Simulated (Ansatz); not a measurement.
ClH2Si (SMILES [SiH2]Cl) moved off its minimum; all values from Ansatz (a program for electronic structure), cores frozen in correlated methods. Open shells are unrestricted.
(charge 0, multiplicity 2)
```xyz
4

Si    -0.91419     0.00048     0.45552
Cl     0.91377    -0.01593    -0.25124
H     -1.62282     1.34404    -0.24431
H     -1.59166    -1.12692    -0.27606
```

Question: Give the forces (eV/Å), the total energy and the dipole at CCSD(T)/cc-pV(T+d)Z.

Answer: 
```csv
atom,Fx,Fy,Fz
Si1,-3.205,1.519,-1.242
Cl2,2.400,-0.009,-0.551
H3,0.809,-1.531,1.244
H4,-0.005,0.021,0.548
```
Energy -749.9641 hartree, dipole 0.75 D.
